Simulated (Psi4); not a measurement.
C3H5 (SMILES [CH]1CC1), doublet, geometry from GFN2-xTB; CCSD(T)/STO-3G (Psi4).

Here is a job for Psi4.
```
memory 2 GB

molecule {
0 2
  C    -0.01011930    0.88481522   -0.03777061
  C     0.76315111   -0.35067630    0.05689274
  C    -0.75522711   -0.36829202    0.05102229
  H    -0.01634672    1.66492132   -0.76796371
  H     1.31462689   -0.70645278   -0.80771786
  H     1.25200813   -0.59394256    0.99113267
  H    -1.24551713   -0.62291802    0.98147659
  H    -1.29159938   -0.73668936   -0.81779420
}

set basis sto-3g
set reference uhf

energy('ccsd(t)')
print_variables()
```

What does Psi4 print? Leave out banner, timings and long lists.


```
   => Loading Basis Set <=

    Name: STO-3G
    Role: ORBITAL
    Keyword: BASIS

         ---------------------------------------------------------
                                   SCF
               by Justin Turney, Rob Parrish, Andy Simmonett
                          and Daniel G. A. Smith
                              UHF Reference
         ---------------------------------------------------------

  ==> Geometry <==

    Molecular point group: c1
    Full point group: C1

    Geometry (in Angstrom), charge = 0, multiplicity = 2:

       Center              X                  Y                   Z               Mass
    ------------   -----------------  -----------------  -----------------  -----------------
         C           -0.009800854120     0.860757814973    -0.047945613350    12.000000000000
         C            0.763469555880    -0.374733705027     0.046717736650    12.000000000000
         C           -0.754908664120    -0.392349425027     0.040847286650    12.000000000000
         H           -0.016028274120     1.640863914973    -0.778138713350     1.007825032230
         H            1.314945335880    -0.730510185027    -0.817892863350     1.007825032230
         H            1.252326575880    -0.617999965027     0.980957666650     1.007825032230
         H           -1.245198684120    -0.646975425027     0.971301586650     1.007825032230
         H           -1.291280934120    -0.760746765027    -0.827969203350     1.007825032230

  Running in c1 symmetry.

  Rotational constants: A =      0.80147  B =      0.70199  C =      0.44570 [cm^-1]
  Rotational constants: A =  24027.44715  B =  21045.21471  C =  13361.60731 [MHz]
  Nuclear repulsion =   69.547639836765455

  Charge       = 0
  Multiplicity = 2
  Electrons    = 23
  Nalpha       = 12
  Nbeta        = 11

  ==> Algorithm <==

  SCF Algorithm Type is PK.
  DIIS enabled.
  MOM disabled.
  Fractional occupation disabled.
  Guess Type is SAD.
  Energy threshold   = 1.00e-08
  Density threshold  = 1.00e-08
  Integral threshold = 1.00e-12

  ==> Primary Basis <==

  Basis Set: STO-3G
    Blend: STO-3G
    Number of shells: 14
    Number of basis functions: 20
    Number of Cartesian functions: 20
    Spherical Harmonics?: true
    Max angular momentum: 1

  ==> Integral Setup <==

  Using in-core PK algorithm.
   Calculation information:
      Number of atoms:                   8
      Number of AO shells:              14
      Number of primitives:             42
      Number of atomic orbitals:        20
      Number of basis functions:        20

      Integral cutoff                 1.00e-12
      Number of threads:                 1

  Performing in-core PK
  Using 44310 doubles for integral storage.
  We computed 5559 shell quartets total.
  Whereas there are 5565 unique shell quartets.

  ==> DiskJK: Disk-Based J/K Matrices <==

    J tasked:                  Yes
    K tasked:                  Yes
    wK tasked:                  No
    Schwarz Cutoff:          1E-12

  Minimum eigenvalue in the overlap matrix is 2.2265222223E-01.
  Reciprocal condition number of the overlap matrix is 8.6167423579E-02.
    Using symmetric orthogonalization.

  ==> Pre-Iterations <==

  SCF Guess: Superposition of Atomic Densities via on-the-fly atomic UHF (no occupation information).

   -------------------------
    Irrep   Nso     Nmo
   -------------------------
     A         20      20
   -------------------------
    Total      20      20
   -------------------------

  ==> Iterations <==

                        Total Energy        Delta E     RMS |[F,P]|

   @UHF iter SAD:  -112.63629486232090   -1.12636e+02   0.00000e+00
   @UHF iter   1:  -114.99030539118567   -2.35401e+00   6.66795e-03 DIIS/ADIIS
   @UHF iter   2:  -115.00882276183131   -1.85174e-02   2.27781e-03 DIIS/ADIIS
   @UHF iter   3:  -115.01154820109392   -2.72544e-03   9.40530e-04 DIIS/ADIIS
   @UHF iter   4:  -115.01215346907463   -6.05268e-04   4.37020e-04 DIIS/ADIIS
   @UHF iter   5:  -115.01233763154112   -1.84162e-04   1.77132e-04 DIIS/ADIIS
   @UHF iter   6:  -115.01237259315926   -3.49616e-05   5.37586e-05 DIIS
   @UHF iter   7:  -115.01237543187929   -2.83872e-06   1.41896e-05 DIIS
   @UHF iter   8:  -115.01237558442844   -1.52549e-07   4.03875e-06 DIIS
   @UHF iter   9:  -115.01237559617854   -1.17501e-08   1.11141e-06 DIIS
   @UHF iter  10:  -115.01237559708947   -9.10930e-10   2.81975e-07 DIIS
   @UHF iter  11:  -115.01237559714309   -5.36176e-11   5.31231e-08 DIIS
   @UHF iter  12:  -115.01237559714470   -1.60583e-12   1.10326e-08 DIIS
   @UHF iter  13:  -115.01237559714478   -8.52651e-14   3.31082e-09 DIIS
  Energy and wave function converged.

  ==> Post-Iterations <==

   @Spin Contamination Metric:   1.213049632E-02
   @S^2 Expected:                7.500000000E-01
   @S^2 Observed:                7.621304963E-01
   @S   Expected:                5.000000000E-01
   @S   Observed:                5.000000000E-01

    Orbital Energies [Eh]
    ---------------------

    Alpha Occupied:

[...]
    Alpha Virtual:

[...]
    Beta Occupied:

[...]
    Beta Virtual:

[...]
    Final Occupation by Irrep:
              A
    DOCC [    11 ]
    SOCC [     1 ]
    NA   [    12 ]
    NB   [    11 ]

  @UHF Final Energy:  -115.01237559714478

   => Energetics <=

    Nuclear Repulsion Energy =             69.5476398367654554
    One-Electron Energy =                -292.4062896129180444
    Two-Electron Energy =                 107.8462741790078070
    Total Energy =                       -115.0123755971447821

  UHF NO Occupations:
  HONO-2 :   10  A 1.9982403
  HONO-1 :   11  A 1.9970346
  HONO-0 :   12  A 1.0000000
  LUNO+0 :   13  A 0.0029654
  LUNO+1 :   14  A 0.0017597
  LUNO+2 :   15  A 0.0008222
  LUNO+3 :   16  A 0.0003084

Computation Completed

Properties will be evaluated at   0.000000,   0.000000,   0.000000 [a0]

Properties computed using the SCF density matrix

 Multipole Moments:

[...]
     0        -0.139914085179868    0.000e+00    0.000000    0.000000    0.000000    0.000000
     1        -0.170084274876127    6.458e-02    0.003811    0.000000    0.000000    0.000000
     2        -0.184335175090285    2.618e-02    0.006038    0.000000    0.000000    0.000000
     3        -0.185606717720525    7.408e-03    0.006943    0.000000    0.000000    0.000000
     4        -0.185758271547287    2.912e-03    0.007321    0.000000    0.000000    0.000000
     5        -0.185775649575892    9.795e-04    0.007433    0.000000    0.000000    0.000000
     6        -0.185774393758848    3.200e-04    0.007439    0.000000    0.000000    0.000000
     7        -0.185776595792408    7.188e-05    0.007435    0.000000    0.000000    0.000000
     8        -0.185777408124891    3.002e-05    0.007432    0.000000    0.000000    0.000000
     9        -0.185777248965532    1.187e-05    0.007430    0.000000    0.000000    0.000000
    10        -0.185777289661716    4.223e-06    0.007430    0.000000    0.000000    0.000000
    11        -0.185777339224950    1.372e-06    0.007430    0.000000    0.000000    0.000000
    12        -0.185777323471061    4.637e-07    0.007430    0.000000    0.000000    0.000000
    13        -0.185777294733710    1.764e-07    0.007430    0.000000    0.000000    0.000000
    14        -0.185777293357123    5.639e-08    0.007430    0.000000    0.000000    0.000000

    Iterations converged.

    Largest TIA Amplitudes:
             11   1        -0.0097629023
              9   0        -0.0073316808
             11   4         0.0064876254
              6   1        -0.0053639911
              5   1        -0.0046475936
              9   3        -0.0040187293
             10   4         0.0040019461
              9   5        -0.0039401138
              7   1        -0.0039253854
              3   1        -0.0035213553

    Largest Tia Amplitudes:
              9   0         0.0155162266
              7   0         0.0154318463
              6   0         0.0125123548
             10   1         0.0109744980
              5   2         0.0040520397
              5   5         0.0037756049
              9   2         0.0034517302
             10   4         0.0029033303
              3   3         0.0028345263
              4   1         0.0025786871

    Largest TIJAB Amplitudes:
      9   7   7   0        -0.0130095107
     10   7   5   0        -0.0122875526
      9   7   4   0        -0.0108306829
     11   7   5   0         0.0106942133
     11   9   4   0         0.0080959046
      9   6   7   0         0.0080363541
     10   6   6   0         0.0076230990
     10   7   3   0        -0.0071917230
     11   9   4   3         0.0069884869
      9   3   7   0         0.0068055752

    Largest Tijab Amplitudes:
     10   6   8   1         0.0121254278
      9   7   6   1        -0.0112049481
      9   6   6   1         0.0100663621
     10   7   8   1        -0.0096724178
      9   8   1   0         0.0090361019
     10   7   5   1        -0.0089848012
     10   6   1   0        -0.0089602672
     10   7   1   0        -0.0088536876
      9   6   7   1         0.0083568431
      7   6   8   0         0.0078784276

    Largest TIjAb Amplitudes:
     10   9   0   1        -0.0607761306
      9  10   0   1        -0.0553578954
     11   9   0   1         0.0485243186
      8   8   6   7        -0.0343535226
      9  10   0   6        -0.0290126930
     11  10   0   0        -0.0249604724
      9  10   0   4        -0.0246632452
      7   9   5   1         0.0243063525
     10  10   0   0        -0.0241944115
      9  10   5   1        -0.0240654122

    SCF energy       (wfn)                    = -115.012375597144782
    Reference energy (file100)                = -115.012375597144910

    Opposite-spin MP2 correlation energy      =   -0.122489759547401
    Same-spin MP2 correlation energy          =   -0.017424325632466
    Singles MP2 correlation energy            =   -0.000000000000000
    MP2 correlation energy                    =   -0.139914085179868
      * MP2 total energy                      = -115.152289682324778

    Opposite-spin CCSD correlation energy     =   -0.170286884167845
    Same-spin CCSD correlation energy         =   -0.015490409189278
    Singles CCSD correlation energy           =    0.000000000000000
    CCSD correlation energy                   =   -0.185777293357123
      * CCSD total energy                     = -115.198152890502030

            **************************
            *                        *
            *        CCTRIPLES       *
            *                        *
            **************************

    Wave function   =    CCSD_T
    Reference wfn   =      UHF

    Nuclear Rep. energy (wfn)                =   69.547639836765455
    SCF energy          (wfn)                = -115.012375597144782
    Reference energy    (file100)            = -115.012375597144910
    CCSD energy         (file100)            =   -0.185777293357123
    Total CCSD energy   (file100)            = -115.198152890502030

    Number of ijk index combinations:
    Spin Case AAA:                                 220
    Spin Case BBB:                                 165
    Spin Case AAB:                                 726
    Spin Case ABB:                                 660
    AAA (T) energy                             =   -0.000018152889763
    BBB (T) energy                             =   -0.000027795850031
    AAB (T) energy                             =   -0.000708504637330
    ABB (T) energy                             =   -0.000747712484581
    (T) energy                                   =   -0.001502165861704
      * CCSD(T) total energy                     = -115.199655056363738

  Variable Map:
  ----------------------------------------------------------------------------
[...]
  Array Variable Map:
  ----------------------------------------------------------------------------
[...]
[...]
```
